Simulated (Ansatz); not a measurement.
## Molecular dynamics of C$_{2}$H$_{11}$BSi$_{2}$

Input:

```yaml
crystal:
  periodic: [false, false, false]
  atoms:
    - { symbol: C, position_ang: [-0.262343, -2.649017, -0.576253] }
    - { symbol: B, position_ang: [0.427712, -1.575653, 0.342423] }
    - { symbol: Si, position_ang: [1.380214, -0.007127, -0.327741] }
    - { symbol: Si, position_ang: [-0.110233, 1.687912, -0.524461] }
    - { symbol: C, position_ang: [-0.925862, 2.107459, 1.123648] }
    - { symbol: H, position_ang: [-1.341827, -2.727044, -0.327144] }
    - { symbol: H, position_ang: [-0.16778, -2.486728, -1.664412] }
    - { symbol: H, position_ang: [0.157514, -3.651044, -0.341723] }
    - { symbol: H, position_ang: [0.297255, -1.723315, 1.510399] }
    - { symbol: H, position_ang: [2.446364, 0.425153, 0.567171] }
    - { symbol: H, position_ang: [1.97586, -0.234354, -1.638732] }
    - { symbol: H, position_ang: [0.550784, 2.883177, -1.035687] }
    - { symbol: H, position_ang: [-1.151739, 1.334106, -1.480887] }
    - { symbol: H, position_ang: [-1.484988, 1.24689, 1.527504] }
    - { symbol: H, position_ang: [-0.178326, 2.402674, 1.878794] }
    - { symbol: H, position_ang: [-1.635506, 2.944512, 1.0114] }
magnetization:
  spin_polarized: true
basis:
  gaussian: { orbitals: STO-3G }
hamiltonian:
  xc: pbe
  dispersion: d4
md:
  timestep: 0.25
  n_steps: 100
  ensemble: nvt_nose_hoover
  temperature: 2000.0
  initial_velocities: maxwell_boltzmann
  seed: 194059
  nose_hoover: { tau: 50.0, chain_length: 3 }
```

Launched with:

```bash
$ ansatz run input.yaml --threads 1 --pin off --max-ram 2048MiB --backend cpu --events-out ev --progress --plain --runs-dir out
```

It starts from a relaxed structure.

Output, in part (step lines, the closing report, with atoms numbered from 0):

```
md step     0: t =     0.00 fs  T =  2000.0 K  F+E_penalty+E_count = -18455.60701953 eV  E_kin = 3.619280 eV  conserved = -18451.98773956 eV  (23 SCF iters)
[... lines left out ...]
Total energy: -18454.36786140 eV, -678.1855100868 hartree
Atom 0 at    -0.437152    -2.385300    -0.469136 Å, force     1.323477     0.728136     0.975545 eV/Å
Atom 1 at     0.648724    -1.582619     0.467152 Å, force    -2.453167     0.185738    -3.290923 eV/Å
Atom 2 at     1.405709    -0.059337    -0.460834 Å, force     1.239621    -0.679291    -0.370490 eV/Å
Atom 3 at     0.018054     1.610333    -0.405471 Å, force    -2.131423     1.901092     0.089756 eV/Å
Atom 4 at    -1.252943     2.035228     1.013576 Å, force     0.977874     2.881412     0.044104 eV/Å
Atom 5 at    -1.170146    -3.089703     0.012439 Å, force     0.010741     1.044411    -0.237242 eV/Å
Atom 6 at    -0.831517    -1.724654    -1.325995 Å, force     0.337213    -1.474934     1.115744 eV/Å
Atom 7 at     0.343819    -3.101047    -0.829274 Å, force    -0.137602    -0.078992    -0.980037 eV/Å
Atom 8 at     0.838832    -1.840918     1.534153 Å, force     0.490227    -0.749596     2.177573 eV/Å
Atom 9 at     2.624756     0.477804     0.109378 Å, force     0.377241    -0.164974    -0.083652 eV/Å
Atom 10 at     1.543607    -0.204848    -1.941661 Å, force     0.165601    -0.206427     0.891638 eV/Å
Atom 11 at     0.727885     2.858347    -0.696179 Å, force     0.262127    -0.107440     0.683781 eV/Å
Atom 12 at    -0.643542     1.572725    -1.700989 Å, force    -0.664846    -0.388429     0.169895 eV/Å
Atom 13 at    -2.189209     1.545201     1.240950 Å, force    -0.261294    -1.739912    -0.101017 eV/Å
Atom 14 at    -0.763669     2.299914     2.010954 Å, force    -0.296047    -0.652045    -1.186193 eV/Å
Atom 15 at    -1.687695     3.030425     0.683446 Å, force     0.760257    -0.498748     0.101518 eV/Å
Dipole moment:     0.023047    -0.149611     0.011903 e Å
```

The steps, from the saved trajectory:

```csv
time (fs),T (K),potential energy less start (eV),conserved less start (meV/atom)
0.0,2000,0.000,0.00
0.8,1858,0.258,0.06
1.5,1534,0.847,0.30
2.2,1296,1.282,0.44
3.0,1297,1.278,0.31
3.8,1412,1.069,0.15
4.5,1441,1.017,0.11
5.2,1320,1.239,0.16
6.0,1101,1.638,0.25
6.8,886,2.030,0.33
7.5,775,2.234,0.38
8.2,822,2.151,0.35
9.0,990,1.848,0.24
9.8,1157,1.548,0.13
10.5,1189,1.496,0.09
11.2,1061,1.733,0.22
12.0,924,1.988,0.37
12.8,949,1.947,0.33
13.5,1098,1.681,0.18
14.2,1201,1.502,0.13
15.0,1178,1.551,0.18
15.8,1076,1.746,0.26
16.5,989,1.912,0.33
17.2,996,1.906,0.35
18.0,1117,1.695,0.30
18.8,1300,1.374,0.22
19.5,1445,1.122,0.14
20.2,1455,1.116,0.10
21.0,1300,1.413,0.19
21.8,1096,1.796,0.37
22.5,1054,1.883,0.42
23.2,1224,1.585,0.24
24.0,1418,1.245,0.10
24.8,1460,1.187,0.12
```

All steps were run. The conserved energy stayed within 0.44 meV per atom of its start (net change 0.14 meV per atom), so the integration is sound. The mean temperature of the second half is 40 % below the set value. A run of 0.025 ps of so small a system gives no equilibrium averages. Limits of this set-up: minimal basis.

The same pairs are bonded in the first frame and the last. Pairs count as bonded within 1.25 times the sum of covalent radii (0.12 Å more for H–H).

Last frame:

```xyz
16
Properties=species:S:1:pos:R:3
C -0.437 -2.385 -0.469
B 0.649 -1.583 0.467
Si 1.406 -0.059 -0.461
Si 0.018 1.610 -0.406
C -1.253 2.035 1.014
H -1.170 -3.090 0.012
H -0.832 -1.725 -1.326
H 0.344 -3.101 -0.829
H 0.839 -1.841 1.534
H 2.625 0.478 0.109
H 1.544 -0.205 -1.942
H 0.728 2.858 -0.696
H -0.643 1.573 -1.701
H -2.189 1.545 1.241
H -0.764 2.300 2.011
H -1.688 3.030 0.683
```

The run took 8 min on 1 thread of Arm Neoverse V1, with other jobs on the host, peak memory 0.13 GiB.
